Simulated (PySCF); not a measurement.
# TcI₂: bending curve

All numbers come from UB3LYP/[Tc def2-SVP with ECP28, I def2-SVP with ECP28], scalar-relativistic core potentials, density fitting, no spin–orbit coupling, PySCF.

Rigid scan from the sextet minimum (Tc–I 2.647 Å (×2); I–Tc–I 180.0°). Coordinate: the I–Tc–I angle, bonds fixed. Energies in kJ/mol from the minimum.

Task: Predict the curve at 80, 90, 100, 110, 120, 130, 140, 150, 160, 170, 180.

Result: 
```csv
bond angle (°),E (kJ/mol),dipole size (D),⟨S²⟩
80,144.7,4.37,8.77
90,94.0,4.01,8.77
100,65.0,3.62,8.77
110,45.8,3.23,8.77
120,31.5,2.83,8.77
130,20.6,2.42,8.77
140,12.6,2.00,8.76
150,6.9,1.54,8.76
160,2.9,1.06,8.76
170,0.7,0.54,8.76
180,0.0,0.00,8.76
```

Open d and f shells are described by one determinant, and the ground state may have another occupation or spin. With an element this heavy the missing spin–orbit coupling can shift these numbers.

Other isomers or separated fragments may lie lower.

The scan took of the order of 100 core-seconds on a shared host.
